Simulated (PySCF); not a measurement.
# Shifts of the heteroatoms

Geometry (Å), atoms numbered from 1 in this order:
```xyz
16

C     2.405   -0.893    0.315
C     1.225   -0.331    0.075
C     1.070    1.125   -0.277
O     0.189    1.798    0.590
Si   -1.285    1.176    0.899
C    -1.150   -0.592    0.233
C    -2.171   -1.390   -0.071
O     0.115   -1.120    0.091
H     2.476   -1.941    0.545
H     3.314   -0.327    0.266
H     2.039    1.624   -0.209
H     0.700    1.207   -1.309
H    -2.313    1.887    0.139
H    -1.421    1.226    2.348
H    -2.019   -2.389   -0.444
H    -3.180   -1.051    0.065
```

- structure optimised with GFN2-xTB
- PBE0/pcSseg-1 with gauge-including orbitals
- program: PySCF
- a single conformation, no relativistic terms, equivalent nuclei averaged, no solvent model

Task: Predict the ²⁹Si NMR data.

Result: 
```json
{"atoms": "Si5", "environment": "silicon bonded to C, O, 2 H, in a 6-membered ring", "σ (ppm)": "382.3", "δ (ppm)": "-34.2"}
```

Shieldings were converted by a linear fit to measured shifts: ²⁹Si: δ = 279.94 − 0.822σ (rms 8.9 ppm, 72 shifts, 25.8 ppm with the 6 outliers that the fit left out vs TMS, solution or neat liquid). Occasional misses reach two or three times the rms, and more in compound classes unlike the fitted ones.

On a 400 MHz spectrometer ²⁹Si resonates near 79.5 MHz, so 1 ppm is 79.5 Hz.

Task: Predict the ¹⁷O NMR data.

Result: 
```csv
atoms,environment,σ (ppm),δ (ppm)
O8,ether oxygen,117.8,159.4
O4,"oxygen bonded to C, Si, in a 6-membered ring",328.7,-32.7
```

Shieldings were converted by a linear fit to measured shifts: ¹⁷O (scatter 10.7 ppm rms, 12.2 ppm with the 3 outliers that the fit left out vs liquid water, solution or neat liquid). A few per cent of atoms miss by over 2 rms, more outside the fitted compound classes.

On a 600 MHz spectrometer ¹⁷O resonates near 81.3 MHz, so 1 ppm is 81.3 Hz.
